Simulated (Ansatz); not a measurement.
A structure relaxed at r2SCAN-D4/def2-SVP in Ansatz, charge 0, singlet:

Cartesian coordinates in Å:
```
As -0.118 -1.022 0.310
O -0.481 -0.508 -1.363
C 0.192 -1.172 -2.430
C -0.320 -0.602 -3.735
H 1.285 -1.014 -2.343
H 0.011 -2.267 -2.391
H 0.176 -1.083 -4.592
H -1.406 -0.760 -3.823
H -0.126 0.481 -3.778
O 1.459 -0.184 0.392
C 2.136 -0.146 1.645
C 3.471 0.535 1.438
H 1.529 0.412 2.384
H 2.286 -1.171 2.046
H 4.030 0.594 2.384
H 4.077 -0.021 0.705
H 3.320 1.556 1.053
O -1.039 0.302 1.083
C -2.459 0.197 1.125
C -2.996 1.381 1.899
H -2.867 0.191 0.096
H -2.772 -0.752 1.610
H -4.095 1.347 1.953
H -2.593 1.385 2.924
H -2.697 2.321 1.409
```

(1) Give its formula, name or SMILES and point group.

(2) Summarise the bond lengths by kind (pairs closer than 1.2 times the sum of covalent radii, bridged metal pairs left out).

## Answers

(1) As(OEt)3 (C₆H₁₅AsO₃). Point group C3 (tolerance 0.1 Å).

(2) 3 × C–O 1.42 Å; 3 × As–O 1.79 Å; 3 × C–C 1.51 Å; 15 × C–H 1.10 to 1.11 Å.
